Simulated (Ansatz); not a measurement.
F2GaH6NSi2 (`[F][Ga]([F])[N]([SiH3])[SiH3]`), relaxed with RKS PBE0-D4/def2-TZVP in Ansatz from a GFN2-xTB geometry. The force threshold is 0.005 eV/Å; the program also tests the step.

Total charge 0; spin multiplicity 1.

Start:

```xyz
12

F    -0.522    2.924    0.903
Ga   -0.942    1.228    0.966
F    -2.233    0.733    2.035
N    -0.042   -0.010   -0.078
Si   -0.510   -1.680    0.202
Si    1.282    0.658   -1.019
H     0.229   -2.412   -0.826
H    -1.963   -1.774    0.026
H    -0.103   -2.073    1.559
H     1.780   -0.497   -1.765
H     2.298    1.205   -0.108
H     0.727    1.698   -1.894
```

| step | energy (eV) | largest force (eV/Å) | largest move (Å) |
| --- | --- | --- | --- |
| 1 | -75141.7481 | 1.165 | 0.000 |
| 2 | -75141.8623 | 0.284 | 0.070 |
| 3 | -75141.8752 | 0.106 | 0.035 |
| 4 | -75141.8757 | 0.171 | 0.048 |
| 5 | -75141.8808 | 0.096 | 0.033 |
| 6 | -75141.8819 | 0.021 | 0.056 |
| 7 | -75141.8822 | 0.176 | 0.136 |
| 8 | -75141.8834 | 0.085 | 0.022 |
| 9 | -75141.8855 | 0.024 | 0.074 |
| 10 | -75141.8864 | 0.180 | 0.196 |
| 11 | -75141.8896 | 0.073 | 0.013 |
| 12 | -75141.8939 | 0.011 | 0.107 |
| 13 | -75141.8958 | 0.180 | 0.195 |
| 14 | -75141.8970 | 0.175 | 0.073 |
| 15 | -75141.9053 | 0.038 | 0.092 |
| 16 | -75141.9070 | 0.008 | 0.065 |
| 17 (rejected) | -75141.9047 | 0.172 | 0.184 |
| 18 | -75141.9083 | 0.038 | 0.090 |
| 19 | -75141.9086 | 0.037 | 0.047 |
| 20 | -75141.9088 | 0.017 | 0.014 |
| 21 | -75141.9088 | 0.015 | 0.008 |
| 22 (rejected) | -75141.9088 | 0.015 | 0.005 |
| 23 | -75141.9088 | 0.001 | 0.002 |

End:

```xyz
12

F    -0.718    2.980    0.760
Ga   -1.134    1.294    0.858
F    -2.578    0.929    1.747
N    -0.073    0.068    0.052
Si   -0.446   -1.634    0.138
Si    1.347    0.587   -0.821
H    -0.663   -2.188   -1.224
H    -1.679   -1.796    0.948
H     0.673   -2.378    0.771
H     1.960   -0.638   -1.399
H     2.323    1.249    0.082
H     0.989    1.527   -1.912
```

Hardware: 4 threads of an Arm Neoverse V1 on a shared host. Wall time 2.7 min, peak host memory 0.98 GiB.
